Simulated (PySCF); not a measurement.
PySCF job for ClH₃MoO₄, SMILES [O]=[Mo]([OH])([OH])([OH])[Cl], multiplicity 1, TDA-PBE/def2-SVPD. Geometry optimised at B3LYP-D3(BJ)/def2-SVP. The spin state was assumed, not searched. The structure was generated by enumeration; whether it is a known compound was not checked. The def2 effective core potentials stand for the cores of Mo; spin–orbit coupling is left out. The values are those of a single conformer.

```python
import numpy as np
from pyscf import gto, scf, dft, tdscf

mol = gto.M(
    atom='''
    Mo    0.31500763    0.12617480   -0.02715566
    O     0.68738889    1.74889790   -0.00237507
    Cl   -2.05202776   -0.49052044    0.09286084
    O     1.89324646   -0.87500953   -0.10664010
    H     2.65183512   -0.69284104    0.46888279
    O     0.08462889   -0.13022646    1.82042670
    H    -0.67711862   -0.60308906    2.18900441
    O    -0.09279063   -0.13110240   -1.83012798
    H    -0.90035404   -0.56503989   -2.14625225
    ''',
    basis='def2-SVPD',
    ecp={'Mo': 'def2-svp'},
    charge=0,
    spin=0,
    max_memory=1600,
    verbose=4,
)
mf = dft.RKS(mol, xc='pbe').density_fit(auxbasis='def2-universal-jkfit')
mf.grids.level = 3
mf.conv_tol = 1e-9
mf.max_cycle = 100
mf.kernel()
mf.grids = dft.Grids(mol).set(level=1).build(with_non0tab=True)  # coarser grid for the response kernel
td = tdscf.TDA(mf)
td.singlet = True
td.nstates = 10
td.conv_tol = 1e-4
td.positive_eig_threshold = 1e-6
td.kernel(x0=td.get_init_guess(mf, 15))
td.analyze()
tt = tdscf.TDA(mf)
tt.singlet = False
tt.nstates = 4
tt.conv_tol = 1e-4
tt.positive_eig_threshold = 1e-6
tt.kernel(x0=tt.get_init_guess(mf, 9))
tt.analyze(verbose=3)
```

Program output:

```
PySCF version 2.14.0

[INPUT] verbose = 4
[INPUT] num. atoms = 9
[INPUT] num. electrons = 66
[INPUT] charge = 0
[INPUT] spin (= nelec alpha-beta = 2S) = 0
[INPUT] symmetry False subgroup None
[INPUT] Mole.unit = angstrom
[INPUT] Symbol           X                Y                Z      unit          X                Y                Z       unit  Magmom
[INPUT]  1 Mo     0.315007630000   0.126174800000  -0.027155660000 AA    0.595278147848   0.238435815822  -0.051316760132 Bohr   0.0
[INPUT]  2 O      0.687388890000   1.748897900000  -0.002375070000 AA    1.298976743169   3.304938050827  -0.004488231827 Bohr   0.0
[INPUT]  3 Cl    -2.052027760000  -0.490520440000   0.092860840000 AA   -3.877770466405  -0.926949290101   0.175481555297 Bohr   0.0
[INPUT]  4 O      1.893246460000  -0.875009530000  -0.106640100000 AA    3.577717295702  -1.653528368084  -0.201520582896 Bohr   0.0
[INPUT]  5 H      2.651835120000  -0.692841040000   0.468882790000 AA    5.011242104303  -1.309279813459   0.886060057622 Bohr   0.0
[INPUT]  6 O      0.084628890000  -0.130226460000   1.820426700000 AA    0.159925424326  -0.246092343572   3.440107892846 Bohr   0.0
[INPUT]  7 H     -0.677118620000  -0.603089060000   2.189004410000 AA   -1.279568745643  -1.139673152121   4.136618820365 Bohr   0.0
[INPUT]  8 O     -0.092790630000  -0.131102400000  -1.830127980000 AA   -0.175348877626  -0.247747630273  -3.458440655103 Bohr   0.0
[INPUT]  9 H     -0.900354040000  -0.565039890000  -2.146252250000 AA   -1.701422550746  -1.067770641554  -4.055828946732 Bohr   0.0

nuclear repulsion = 385.297109031595
number of shells = 71
number of NR pGTOs = 267
number of NR cGTOs = 177
basis = def2-SVPD
ecp = {'Mo': 'def2-svp'}


******** <class 'pyscf.df.df_jk.DFRKS'> ********
method = DFRKS
initial guess = minao
damping factor = 0
level_shift factor = 0
DIIS = <class 'pyscf.scf.diis.CDIIS'>
diis_start_cycle = 1
diis_space = 8
diis_damp = 0
SCF conv_tol = 1e-09
SCF conv_tol_grad = None
SCF max_cycles = 100
direct_scf = False
XC library pyscf.dft.libxc version 7.1.2
    S. Lehtola, C. Steigemann, M. J. T. Oliveira, and M. A. L. Marques,  SoftwareX 7, 1–5 (2018)
XC functionals = pbe
    J. P. Perdew, K. Burke, and M. Ernzerhof,  Phys. Rev. Lett. 77, 3865 (1996)
    J. P. Perdew, K. Burke, and M. Ernzerhof,  Phys. Rev. Lett. 78, 1396 (1997)
    J. P. Perdew, K. Burke, and M. Ernzerhof,  Phys. Rev. Lett. 77, 3865 (1996)
    J. P. Perdew, K. Burke, and M. Ernzerhof,  Phys. Rev. Lett. 78, 1396 (1997)
radial grids:
    Treutler-Ahlrichs [JCP 102, 346 (1995); DOI:10.1063/1.469408] (M4) radial grids

becke partition: Becke, JCP 88, 2547 (1988); DOI:10.1063/1.454033
pruning grids: <function nwchem_prune>
grids dens level: 3
symmetrized grids: False
atomic radii adjust function: <function treutler_atomic_radii_adjust>
small_rho_cutoff = 0
Set gradient conv threshold to 3.16228e-05
Initial guess from minao.
tot grids = 127072
init E= -823.040753672267
  HOMO = -0.511033690878357  LUMO = -0.393911104624618  gap/eV = 3.18707
cycle= 1 E= -829.843964638775  delta_E= -6.8  |g|= 1.83  |ddm|= 4.75
  HOMO = -0.0958457571358193  LUMO = -0.0906618347193032  gap/eV = 0.14106
cycle= 2 E= -820.795263779723  delta_E= 9.05  |g|= 6.09  |ddm|= 7.14
  HOMO = -0.186841044949714  LUMO = -0.0491890119126316  gap/eV = 3.74570
cycle= 3 E= -829.936978951707  delta_E= -9.14  |g|= 1.58  |ddm|= 6.73
  HOMO = -0.250797214395883  LUMO = -0.168434006598766  gap/eV = 2.24122
cycle= 4 E= -830.367382039419  delta_E= -0.43  |g|= 0.83  |ddm|= 1.79
  HOMO = -0.285462056023192  LUMO = -0.197951531944011  gap/eV = 2.38128
cycle= 5 E= -830.39264295457  delta_E= -0.0253  |g|= 0.69  |ddm|= 1.19
  HOMO = -0.278265118475738  LUMO = -0.165049702932748  gap/eV = 3.08075
cycle= 6 E= -830.486748999172  delta_E= -0.0941  |g|= 0.265  |ddm|= 0.768
  HOMO = -0.263545819855652  LUMO = -0.166597015376276  gap/eV = 2.63811
cycle= 7 E= -830.495745162777  delta_E= -0.009  |g|= 0.175  |ddm|= 0.227
  HOMO = -0.262018904028758  LUMO = -0.168426803606494  gap/eV = 2.54677
cycle= 8 E= -830.499357648044  delta_E= -0.00361  |g|= 0.109  |ddm|= 0.127
  HOMO = -0.266000488804645  LUMO = -0.164985456115809  gap/eV = 2.74876
cycle= 9 E= -830.501599398637  delta_E= -0.00224  |g|= 0.0361  |ddm|= 0.0823
  HOMO = -0.26574886197207  LUMO = -0.164216874524566  gap/eV = 2.76283
cycle= 10 E= -830.501717207994  delta_E= -0.000118  |g|= 0.024  |ddm|= 0.0368
  HOMO = -0.265489658889907  LUMO = -0.164299090804373  gap/eV = 2.75354
cycle= 11 E= -830.501820614134  delta_E= -0.000103  |g|= 0.00985  |ddm|= 0.026
  HOMO = -0.265568684971186  LUMO = -0.164183659485473  gap/eV = 2.75883
cycle= 12 E= -830.501841718616  delta_E= -2.11e-05  |g|= 0.00106  |ddm|= 0.00917
  HOMO = -0.265554365561172  LUMO = -0.164217747140649  gap/eV = 2.75751
cycle= 13 E= -830.501841975598  delta_E= -2.57e-07  |g|= 0.000481  |ddm|= 0.00162
  HOMO = -0.265594537874605  LUMO = -0.164265253327845  gap/eV = 2.75731
cycle= 14 E= -830.50184201674  delta_E= -4.11e-08  |g|= 0.000193  |ddm|= 0.000784
  HOMO = -0.265575357350157  LUMO = -0.164251231612253  gap/eV = 2.75717
cycle= 15 E= -830.501842024216  delta_E= -7.48e-09  |g|= 9.05e-05  |ddm|= 0.000339
  HOMO = -0.265582399955336  LUMO = -0.164248875827251  gap/eV = 2.75743
cycle= 16 E= -830.501842025125  delta_E= -9.09e-10  |g|= 6.63e-05  |ddm|= 0.000129
  HOMO = -0.265576817052881  LUMO = -0.164250053809951  gap/eV = 2.75724
cycle= 17 E= -830.501842026131  delta_E= -1.01e-09  |g|= 1.51e-05  |ddm|= 8.01e-05
  HOMO = -0.265579285553093  LUMO = -0.16424937173624  gap/eV = 2.75733
cycle= 18 E= -830.501842026128  delta_E= 2.73e-12  |g|= 1.68e-05  |ddm|= 3.62e-05
  HOMO = -0.265576749590743  LUMO = -0.164249902355949  gap/eV = 2.75724
Extra cycle  E= -830.501842025418  delta_E= 7.1e-10  |g|= 6.15e-05  |ddm|= 6.44e-05
converged SCF energy = -830.501842025418
tot grids = 42624
Overwritten attributes  positive_eig_threshold  of <class 'pyscf.tdscf.rks.TDA'>


******** <class 'pyscf.tdscf.rks.TDA'> for <class 'pyscf.df.df_jk.DFRKS'> ********
nstates = 10 singlet
deg_eia_thresh = 1.000e-03
wfnsym = None
conv_tol = 0.0001
eigh lindep = 1e-12
eigh level_shift = 0
eigh max_cycle = 100


Excitation energies (eV)
[2.88163075 3.10608628 3.87845069 3.9178448  3.97369398 4.07126368
 4.28030145 4.30295213 4.43503858 4.71151231]

** Singlet excitation energies and oscillator strengths **
Excited State   1:      2.88163 eV    430.26 nm  f=0.0005
      33 -> 34        0.69461
Excited State   2:      3.10609 eV    399.17 nm  f=0.0004
      32 -> 34       -0.70347
Excited State   3:      3.87845 eV    319.67 nm  f=0.0027
      28 -> 34        0.10060
      29 -> 34        0.10813
      30 -> 34       -0.34403
      31 -> 34       -0.50582
      33 -> 35        0.29178
Excited State   4:      3.91784 eV    316.46 nm  f=0.0033
      29 -> 34       -0.17417
      30 -> 34       -0.13546
      31 -> 34        0.34950
      33 -> 35        0.55998
Excited State   5:      3.97369 eV    312.01 nm  f=0.0072
      26 -> 34       -0.10160
      28 -> 34        0.14223
      29 -> 34       -0.15942
      30 -> 34       -0.54847
      31 -> 34        0.17884
      33 -> 35       -0.30670
Excited State   6:      4.07126 eV    304.53 nm  f=0.0006
      33 -> 36        0.69840
Excited State   7:      4.28030 eV    289.66 nm  f=0.0024
      29 -> 34        0.15203
      32 -> 35       -0.67639
Excited State   8:      4.30295 eV    288.14 nm  f=0.0025
      29 -> 34       -0.54744
      31 -> 34       -0.12548
      32 -> 35       -0.14389
      32 -> 36        0.37451
Excited State   9:      4.43504 eV    279.56 nm  f=0.0055
      26 -> 34        0.10233
      28 -> 34       -0.12795
      29 -> 34       -0.28284
      31 -> 34       -0.12810
      32 -> 36       -0.57337
Excited State  10:      4.71151 eV    263.15 nm  f=0.0046
      26 -> 34       -0.19532
      27 -> 34        0.11633
      28 -> 34       -0.57830
      30 -> 34       -0.10847
      30 -> 35       -0.13334
      31 -> 35       -0.17993

** Transition electric dipole moments (AU) **
state          X           Y           Z        Dip. S.      Osc.
  1        -0.0799     -0.0171     -0.0063      0.0067      0.0005
  2         0.0328      0.0269      0.0546      0.0048      0.0004
  3         0.1613      0.0037     -0.0536      0.0289      0.0027
  4        -0.0620      0.0162      0.1741      0.0344      0.0033
  5        -0.0080     -0.0225      0.2716      0.0744      0.0072
  6        -0.0792     -0.0010     -0.0013      0.0063      0.0006
  7         0.1246      0.0720      0.0482      0.0230      0.0024
  8         0.1057      0.0036     -0.1112      0.0235      0.0025
  9         0.0757      0.0054     -0.2111      0.0503      0.0055
 10         0.1044     -0.0293      0.1677      0.0399      0.0046

WARN: ECP detected. Skipping calculation of transition velocity and magnetic dipole moments, which have not yet been implemented.



******** <class 'pyscf.tdscf.rks.TDA'> for <class 'pyscf.df.df_jk.DFRKS'> ********
nstates = 4 triplet
deg_eia_thresh = 1.000e-03
wfnsym = None
conv_tol = 0.0001
eigh lindep = 1e-12
eigh level_shift = 0
eigh max_cycle = 100


Excitation energies (eV)
[2.66733137 3.05173783 3.44949496 3.59091082]

** Triplet excitation energies and oscillator strengths **
Excited State   1:      2.66733 eV    464.82 nm  f=0.0000
Excited State   2:      3.05174 eV    406.27 nm  f=0.0000
Excited State   3:      3.44949 eV    359.43 nm  f=0.0000
Excited State   4:      3.59091 eV    345.27 nm  f=0.0000
```

The run converged.

Cost: very roughly 100 core-seconds.
